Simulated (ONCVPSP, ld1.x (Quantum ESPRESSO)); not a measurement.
## Hardness and transferability of assorted potentials

Generated with ld1.x 7.5 (TM, RRKJ, ultrasoft, PAW), atompaw 4.2 or ONCVPSP 4.0.1. The cutoff is in Ry: for ld1.x and atompaw files where the sum of valence levels is converged to 10 mRy in a Bessel basis, for ONCV files where the hardest occupied wave has 1 mHa per electron of residual kinetic energy. The error is the largest all-electron minus pseudo excitation energy over each file’s own four to seven test configurations (ionisations up to +4, promotions, holes and added fractions of an electron), all of which were solved. The labels leave out finer settings (local radius, basis sizes, second energies), which also bear on the numbers. Spin-polarised tests are not counted. The rows are a selection from randomly drawn settings: files with unsolved tests, undetermined cutoffs or missed reference levels are left out.

A true bound ghost makes a file unfit for plane-wave use even where its test errors are small: the radial tests pick states by their node count and pass the ghost by.

```tsv
element	potential	cutoff (Ry)	largest error (meV)	bound ghosts
Be	ONCV, PBE, non-relativistic, rc 1.30/1.30/1.25 (spd), local smoothed, core correction yes, reference 2s0.5, qcut 4.7/7.4/8.1, projectors 2/2/2	14	+77	none
N	TM, PBE, scalar-relativistic, rc 1.05/1.50 (sp), local s, core correction yes, reference 2s2 2p3	55	+1019	none
Fe	ONCV, PBE, scalar-relativistic, rc 1.65/1.40/1.15/1.15 (spdf), local f, core correction yes, reference 3s2 3p6 3d7 4s1, qcut 8.5/10.4/16.2/10.6, projectors 2/2/2/0	157	+4.6	none
As	ONCV, PW91, fully relativistic, rc 1.75/1.45/1.10 (spd), local smoothed, core correction yes, reference 3d10 4s2 4p3, qcut 4/6.5/16.8, projectors 2/2/2	203	+5.8	p3/2
Se	ONCV, LDA (Perdew-Wang 92), scalar-relativistic, rc 1.00/0.85/0.60 (spd), local smoothed, core correction yes, reference 3s2 3p6 3d10 4s2 4p4, qcut 11.1/15/31.9, projectors 2/2/1	646	+11	none
Kr	ONCV, PBEsol, scalar-relativistic, rc 0.85/0.75/0.70 (spd), local smoothed, core correction no, reference 3s2 3p6 3d10 4s2 4p6, qcut 16.9/21.8/22.8, projectors 2/2/1	418	+19	none
Mo	ONCV, PBEsol, non-relativistic, rc 2.05/1.20/2.15 (spd), local smoothed, core correction yes, reference 4s2 4p6 4d5 5s1, qcut 5.5/6.3/6.1, projectors 2/2/2	157	+33	none
Au	ONCV, PBE, scalar-relativistic, rc 2.40/2.05/1.65 (spd), local smoothed, core correction yes, reference 5d9 6s2, qcut 2.7/4.5/9.9, projectors 3/1/2	42	-1083	none
```

(1) Fill in the row for Ge: ONCV, LDA (Perdew-Wang 92), scalar-relativistic, rc 1.80/2.10 (sp), local smoothed, core correction yes, reference 4s1.5 4p2.5, qcut 4.4/4.3, projectors 2/2.

Results:

(1) cutoff 17 Ry, largest error -11 meV, bound ghosts: none.
